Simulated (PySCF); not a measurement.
SiHBr, SMILES Br[SiH] (connectivity only; charge and spin as stated), neutral, multiplicity 1.

Geometry optimised at B3LYP-D3(BJ)/def2-TZVP.

Method: PySCF with M06-2X/def2-TZVPD.

```json
{
 "total_energy": "-2864.26177 hartree",
 "point_group": "Cs",
 "highest_occupied_level": "-8.04 eV",
 "lowest_empty_level": "-2.26 eV",
 "orbital_gap": "5.78 eV",
 "dipole_moment": "1.37 D",
 "quadrupole, principal values (traceless, Buckingham form, about the centre of nuclear charge)": "-4.12, 1.89, 2.23 D·Å",
 "mean_static_polarisability": "54.7 bohr³ (8.11 Å³)",
 "polarisability_principal_values": "43.9, 49.0, 71.2 bohr³"
}
```
